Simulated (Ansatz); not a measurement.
Start from `COC(C)=O` and change one atom or group to get `COCOC(C)=O`.

Ansatz, PBE0-D4/def2-TZVP geometries, multiplicity 1. Each molecule was computed in one conformer, which needn't be the lowest.

| property | `COC(C)=O` |
| --- | --- |
| size of the dipole moment (B3LYP/def2-TZVPP) / D | 1.89 |
| HOMO–LUMO gap (ωB97M-V/def2-TZVPP) / eV | 13.13 |
| HOMO energy (ωB97M-V/def2-TZVPP) / eV | -10.43 |
| LUMO energy (ωB97M-V/def2-TZVPP) / eV | 2.70 |
| LUMO energy (PBE0/def2-TZVPP) / eV | 0.40 |
| size of the dipole moment (ωB97M-V/def2-TZVPP) / D | 1.89 |

Question: Give the same properties after the change, and the shifts. (Estimate.)

Answer: Computed: 
```csv
property,`COCOC(C)=O`,shift
size of the dipole moment (B3LYP/def2-TZVPP) / D,1.00,-0.89
HOMO–LUMO gap (ωB97M-V/def2-TZVPP) / eV,12.78,-0.35
HOMO energy (ωB97M-V/def2-TZVPP) / eV,-10.30,0.13
LUMO energy (ωB97M-V/def2-TZVPP) / eV,2.48,-0.22
LUMO energy (PBE0/def2-TZVPP) / eV,0.20,-0.20
size of the dipole moment (ωB97M-V/def2-TZVPP) / D,1.02,-0.87
```

With PBE0 the HOMO rises by 0.08 eV and the LUMO falls by 0.20 eV, so the gap narrows by about 0.28 eV. PBE moves the HOMO by 0.02 eV and ωB97M-V by 0.13 eV. Dipoles are sizes alone; their direction can turn.

B3LYP here is the variant with VWN-RPA as its local correlation; programs differ in this.
